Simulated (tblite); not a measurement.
`N#Cc1ncc(-n2cccc2)s1`. Structure optimised with GFN2-xTB, isolated species.

```
atom  x, y, z in Å
N1     5.2507    1.3995    0.4588
C2     4.2251    0.9091    0.3049
C3     2.9569    0.3493    0.1256
N4     2.7054   -0.8573   -0.2590
C5     1.3980   -1.1115   -0.3451
C6     0.5677   -0.0597   -0.0140
N7    -0.7999   -0.0248   -0.0097
C8    -1.6362   -1.0679   -0.3290
C9    -2.9219   -0.6397   -0.2086
C10   -2.8811    0.7172    0.1996
C11   -1.5710    1.0641    0.3135
S12    1.5145    1.3248    0.4315
H13    1.0817   -2.0880   -0.6597
H14   -1.2507   -2.0259   -0.6116
H15   -3.8031   -1.2221   -0.3883
H16   -3.7249    1.3510    0.3840
H17   -1.1183    1.9939    0.5969
```

Work out the bond lengths C2–C3, C5–C6, N7–C8, C8–H14, C9–H15, C10–H16 in Å.

For C2–C3 the difference vector is (-1.2682, -0.5598, -0.1793) Å, of length 1.3978 Å. C2–C3 1.398; C5–C6 1.380; N7–C8 1.375; C8–H14 1.071; C9–H15 1.071; C10–H16 1.071 Å.

How far are the heavy atoms from their best plane (unweighted least squares)?

0.007 Å rms; none is more than 0.012 Å off.

Where is the centre of mass (commonest isotopes), and what is the radius of gyration?

Mass 175.020 u; centre at (0.808, 0.283, 0.093) Å; Rg = √(Σ m r²/M) = 2.700 Å. As Ia + Ib + Ic = 2 Σ m r², the three principal moments sum to 2551.5 u·Å².

How far apart are these pairs, which share no bond: C5···C9, C6···H16, C11···H13, S12···H16?

C5···C9 4.348 Å (4 bonds apart); C6···H16 4.536 Å (4 bonds apart); C11···H13 4.233 Å (4 bonds apart); S12···H16 5.240 Å (5 bonds apart).

What are the angles N4–C5–C6, C6–C5–H13, N7–C6–S12, C6–N7–C11, N7–C8–H14, N7–C11–C10, N7–C11–H17?

From the scalar product of the two bond vectors; for N4–C5–C6 it is -0.7897 Å² over 1.3347 × 1.3803 Å², cos θ = -0.4286. N4–C5–C6 115.4°; C6–C5–H13 125.9°; N7–C6–S12 121.6°; C6–N7–C11 125.6°; N7–C8–H14 121.4°; N7–C11–C10 108.6°; N7–C11–H17 120.9°.

Its GFN2-xTB frequencies are all real (lowest 36 cm⁻¹). The numbers are those of one conformer.

These are computed values.
